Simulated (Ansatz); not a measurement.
## Molecular dynamics of BF3H2S

input.yaml

```yaml
crystal:
  periodic: [false, false, false]
  atoms:
    - { symbol: B, position_ang: [0.079811, -0.329815, -0.059157] }
    - { symbol: F, position_ang: [-0.171994, 0.004616, 1.521649] }
    - { symbol: F, position_ang: [1.215326, 0.29182, -0.412225] }
    - { symbol: F, position_ang: [-1.064742, -0.057988, -0.709052] }
    - { symbol: S, position_ang: [0.350471, -2.253711, 0.380886] }
    - { symbol: H, position_ang: [-0.962458, -2.563177, 0.232895] }
    - { symbol: H, position_ang: [0.026085, -1.121244, 1.582205] }
basis:
  gaussian: { orbitals: cc-pVDZ }
hamiltonian:
  xc: r2scan
md:
  timestep: 0.5
  n_steps: 200
  ensemble: nve
  temperature: 300.0
  initial_velocities: maxwell_boltzmann
  seed: 9973
```

Run as:

```bash
$ ansatz run input.yaml --threads 2 --pin off --max-ram 3072MiB --backend cpu --events-out ev --progress --plain --runs-dir out
```

It starts at the highest image of a converged band, a first-order saddle point between two minima.

Output, in part (one step line in 7, the closing report, with atoms numbered from 0):

```
md step     0: t =     0.00 fs  T =   300.0 K  F+E_penalty+E_count = -19694.46076981 eV  E_kin = 0.193890 eV  conserved = -19694.26687982 eV  (27 SCF iters)
md step     7: t =     3.50 fs  T =   214.0 K  F+E_penalty+E_count = -19694.40453057 eV  E_kin = 0.138310 eV  conserved = -19694.26622031 eV  (31 SCF iters)
md step    14: t =     7.00 fs  T =   197.7 K  F+E_penalty+E_count = -19694.39431128 eV  E_kin = 0.127777 eV  conserved = -19694.26653436 eV  (31 SCF iters)
md step    21: t =    10.50 fs  T =   161.3 K  F+E_penalty+E_count = -19694.37058514 eV  E_kin = 0.104234 eV  conserved = -19694.26635105 eV  (30 SCF iters)
md step    28: t =    14.00 fs  T =   194.0 K  F+E_penalty+E_count = -19694.39180952 eV  E_kin = 0.125393 eV  conserved = -19694.26641637 eV  (29 SCF iters)
md step    35: t =    17.50 fs  T =   325.0 K  F+E_penalty+E_count = -19694.47669021 eV  E_kin = 0.210040 eV  conserved = -19694.26664975 eV  (29 SCF iters)
md step    42: t =    21.00 fs  T =   536.9 K  F+E_penalty+E_count = -19694.61309333 eV  E_kin = 0.347001 eV  conserved = -19694.26609239 eV  (30 SCF iters)
md step    49: t =    24.50 fs  T =  1029.6 K  F+E_penalty+E_count = -19694.93237135 eV  E_kin = 0.665415 eV  conserved = -19694.26695635 eV  (27 SCF iters)
md step    56: t =    28.00 fs  T =  1285.8 K  F+E_penalty+E_count = -19695.09775950 eV  E_kin = 0.831029 eV  conserved = -19694.26673091 eV  (27 SCF iters)
md step    63: t =    31.50 fs  T =  1263.7 K  F+E_penalty+E_count = -19695.08348432 eV  E_kin = 0.816748 eV  conserved = -19694.26673603 eV  (25 SCF iters)
md step    70: t =    35.00 fs  T =  1290.5 K  F+E_penalty+E_count = -19695.10037488 eV  E_kin = 0.834024 eV  conserved = -19694.26635127 eV  (28 SCF iters)
md step    77: t =    38.50 fs  T =  1508.1 K  F+E_penalty+E_count = -19695.24177726 eV  E_kin = 0.974674 eV  conserved = -19694.26710314 eV  (28 SCF iters)
md step    84: t =    42.00 fs  T =  1412.5 K  F+E_penalty+E_count = -19695.17953305 eV  E_kin = 0.912877 eV  conserved = -19694.26665567 eV  (27 SCF iters)
md step    91: t =    45.50 fs  T =  1423.0 K  F+E_penalty+E_count = -19695.18591716 eV  E_kin = 0.919717 eV  conserved = -19694.26620053 eV  (28 SCF iters)
md step    98: t =    49.00 fs  T =  1684.0 K  F+E_penalty+E_count = -19695.35556364 eV  E_kin = 1.088374 eV  conserved = -19694.26719002 eV  (28 SCF iters)
md step   105: t =    52.50 fs  T =  1531.1 K  F+E_penalty+E_count = -19695.25583175 eV  E_kin = 0.989542 eV  conserved = -19694.26628937 eV  (27 SCF iters)
md step   112: t =    56.00 fs  T =  1425.8 K  F+E_penalty+E_count = -19695.18801274 eV  E_kin = 0.921524 eV  conserved = -19694.26648845 eV  (29 SCF iters)
md step   119: t =    59.50 fs  T =  1537.0 K  F+E_penalty+E_count = -19695.25975939 eV  E_kin = 0.993342 eV  conserved = -19694.26641751 eV  (27 SCF iters)
md step   126: t =    63.00 fs  T =  1714.9 K  F+E_penalty+E_count = -19695.37539442 eV  E_kin = 1.108369 eV  conserved = -19694.26702545 eV  (25 SCF iters)
md step   133: t =    66.50 fs  T =  1616.5 K  F+E_penalty+E_count = -19695.31140354 eV  E_kin = 1.044716 eV  conserved = -19694.26668771 eV  (27 SCF iters)
md step   140: t =    70.00 fs  T =  1570.0 K  F+E_penalty+E_count = -19695.28086895 eV  E_kin = 1.014698 eV  conserved = -19694.26617127 eV  (26 SCF iters)
md step   147: t =    73.50 fs  T =  1779.8 K  F+E_penalty+E_count = -19695.41754032 eV  E_kin = 1.150317 eV  conserved = -19694.26722378 eV  (25 SCF iters)
md step   154: t =    77.00 fs  T =  1570.2 K  F+E_penalty+E_count = -19695.28094813 eV  E_kin = 1.014821 eV  conserved = -19694.26612699 eV  (25 SCF iters)
md step   161: t =    80.50 fs  T =  1603.1 K  F+E_penalty+E_count = -19695.30271875 eV  E_kin = 1.036065 eV  conserved = -19694.26665394 eV  (25 SCF iters)
md step   168: t =    84.00 fs  T =  1762.9 K  F+E_penalty+E_count = -19695.40610041 eV  E_kin = 1.139331 eV  conserved = -19694.26676963 eV  (25 SCF iters)
md step   175: t =    87.50 fs  T =  1668.7 K  F+E_penalty+E_count = -19695.34534759 eV  E_kin = 1.078500 eV  conserved = -19694.26684775 eV  (27 SCF iters)
md step   182: t =    91.00 fs  T =  1482.4 K  F+E_penalty+E_count = -19695.22451515 eV  E_kin = 0.958097 eV  conserved = -19694.26641845 eV  (26 SCF iters)
md step   189: t =    94.50 fs  T =  1531.0 K  F+E_penalty+E_count = -19695.25595308 eV  E_kin = 0.989516 eV  conserved = -19694.26643709 eV  (27 SCF iters)
md step   196: t =    98.00 fs  T =  1620.5 K  F+E_penalty+E_count = -19695.31427172 eV  E_kin = 1.047303 eV  conserved = -19694.26696903 eV  (25 SCF iters)
md step   200: t =   100.00 fs  T =  1548.5 K  F+E_penalty+E_count = -19695.26765638 eV  E_kin = 1.000823 eV  conserved = -19694.26683338 eV  (27 SCF iters)
Total energy: -19695.26766580 eV, -723.7877367863 hartree
Atom 0 at    -0.073873     0.534478     0.245895 Å, force     0.083905    -1.355969    -2.444415 eV/Å
Atom 1 at    -0.379442     1.249678     1.302378 Å, force     0.301739     0.043400     0.190952 eV/Å
Atom 2 at     1.207165     0.361227    -0.227635 Å, force    -1.954359     0.416326     1.053693 eV/Å
Atom 3 at    -1.097095    -0.028818    -0.495954 Å, force     1.578605     0.815542     1.190393 eV/Å
Atom 4 at     0.513868    -3.206413     0.200755 Å, force     0.750325     0.493122     0.215627 eV/Å
Atom 5 at    -0.610586    -3.792451    -0.183431 Å, force    -0.717666    -0.389423    -0.206574 eV/Å
Atom 6 at     0.798940    -4.184024     1.093501 Å, force    -0.042549    -0.022999     0.000326 eV/Å
Dipole moment:    -0.108723    -0.236850     0.155491 e Å
```

All steps were run. The conserved energy stayed within 0.13 meV per atom of its start (net change 0.0067 meV per atom), so the integration is sound. The kinetic energy rose, since the run started high on the potential surface and went downhill. It ends in pieces (BF3 + H2S), so much of that is their flight and rotation, not heat. A run of 0.1 ps of so small a system gives no equilibrium averages. The orbitals stay closed-shell, which can raise the energy where a bond breaks towards radicals; this wasn't checked here.

Between its relaxed ends the band would form B1–S5, F2–H7 and break B1–F2, S5–H7. These pairs go: B1–S5 1.99 → 3.79 Å, F2–H7 1.14 → 5.56 Å, B1–F2 1.64 → 1.31 Å, S5–H7 1.68 → 1.35 Å. In the last frame they stand as before the step (other bonds may differ from the relaxed reactants and products). It ends as BF3 + H2S. Pairs count as bonded within 1.25 times the sum of covalent radii (0.12 Å more for H–H).

Last frame:

```xyz
7
Properties=species:S:1:pos:R:3
B -0.074 0.534 0.246
F -0.379 1.250 1.302
F 1.207 0.361 -0.228
F -1.097 -0.029 -0.496
S 0.514 -3.206 0.201
H -0.611 -3.792 -0.183
H 0.799 -4.184 1.093
```

The run took 10 min on 2 threads of Intel(R) Xeon(R) Platinum 8259CL CPU @ 2.50GHz (Skylake/Cascade Lake), on a shared host, peak memory 0.18 GiB.
